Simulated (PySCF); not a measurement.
## Converging LiSe in the basis (PBE0)

PySCF, UKS reference; doublet, unpaired electrons π ↑; De to Li + Se without counterpoise correction.

| basis | relativity | functions | Re (Å) | ωe (cm⁻¹) | De (eV) | μ (D) |
| --- | --- | --- | --- | --- | --- | --- |
| def2-SVP | no relativity | 41 | 2.270 | 520 | 2.88 | -6.85 |
| def2-SVPD | no relativity | 53 | 2.285 | 511 | 2.97 | -7.11 |
| x2c-TZVPPall | spin-free X2C | 67 | 2.271 | 516 | 2.85 | -6.86 |

Problem. How does each smaller set differ from the one with most functions, x2c-TZVPPall?

Solution. def2-SVP: -0.1 pm, +0.8 % in ωe, +0.03 eV in De; def2-SVPD: +1.4 pm, -1.0 % in ωe, +0.12 eV in De. All at PBE0; the set with most functions is neither the basis-set limit nor always the best. The rows treat relativity differently, so the differences are not basis effects alone.

A positive dipole means Li(−)Se(+). Spin–orbit coupling is left out. The state was picked by a PBE0 search and need not be the measured ground state.
